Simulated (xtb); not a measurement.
B(Me)(vinyl)(OH) (C3H7BO), SMILES C(B(O)C)=C. All values are semi-empirical tight-binding results from xtb (GFN2-xTB unless named), good for trends rather than for accurate numbers. The structure is a stationary point at GFN2-xTB. The values are those of a single conformer.

| Property | Value |
|---|---|
| orbital gap | 4.19 eV |
| dipole moment | 1.48 D |
| zero-point energy | 60.2 kcal/mol |
| G − E(el) at 298.15 K (modified RRHO) | 41.2 kcal/mol |
| static polarisability (D4 model) | 54.8 bohr³ |
| solvation energy, GFN2-xTB/ALPB(water) | -4.1 kcal/mol |
| solvation energy, GFN2-xTB/ALPB(methanol) | -5.9 kcal/mol |

Computed IR lines (harmonic; lines under 4 % of the strongest left out, lines within 3 cm⁻¹ merged):
ν (cm⁻¹): 555 (m), 647 (m), 862 (m), 928 (s), 1044 (w), 1157 (vs), 1297 (m), 1318 (s), 1392 (w), 1409 (w), 1661 (m), 3008 (m), 3014 (w), 3025 (w), 3029 (m), 3072 (m), 3112 (m) (against the strongest line: vs over 80 %, s over 45 %, m over 15 %, w over 4 %, vw less)
